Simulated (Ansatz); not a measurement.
The Se1–H2 bond of CH4OSe (SMILES CO[SeH]) is stretched (multiplicity 1, the rest rigid).
Geometry at rest (charge 0, multiplicity 1):
```xyz
7

Se    -0.4149    -0.1755     0.5953
H     -1.2102    -1.1283    -0.2177
O      1.0021    -0.0727    -0.5290
C      0.8200     0.7815    -1.6553
H      0.5450     1.7956    -1.3545
H      1.7809     0.8024    -2.1719
H      0.0548     0.3899    -2.3327
```

Correlated levels freeze the cores. Filled d and f shells under p-block atoms count as core.

The values were computed with Ansatz (Gaussian orbitals). Each number belongs to the level named beside it.

FIC-MRCISD+Q on CASSCF(4,3)/cc-pVTZ, total energies (hartree):

| R (Å) | CASSCF | MRCISD | weight c² of the reference |
|---|---|---|---|
| 1.484 | -2514.963473 | -2515.480449 | 0.87404 |
| 2.596 | -2514.875179 | -2515.384497 | 0.87318 |
| 4.748 | -2514.855309 | -2515.362422 | 0.87365 |

**Question.** Add the Davidson correction (E_MRCISD − E_CASSCF)(1 − c²)/c² and give the energies above the first point at the three levels.

**Answer.** 
Corrections (hartree): -0.074505, -0.073976, -0.073338. Above the first point (kcal/mol):
- R = 2.596 Å: CASSCF 55.4, MRCISD 60.2, with the correction 60.5
- R = 4.748 Å: CASSCF 67.9, MRCISD 74.1, with the correction 74.8

Doubts at one or more of the structures used: active orbitals that take no part (FIC-MRCISD+Q on CASSCF(4,3)/cc-pVTZ).

Ansatz is a program for electronic structure.
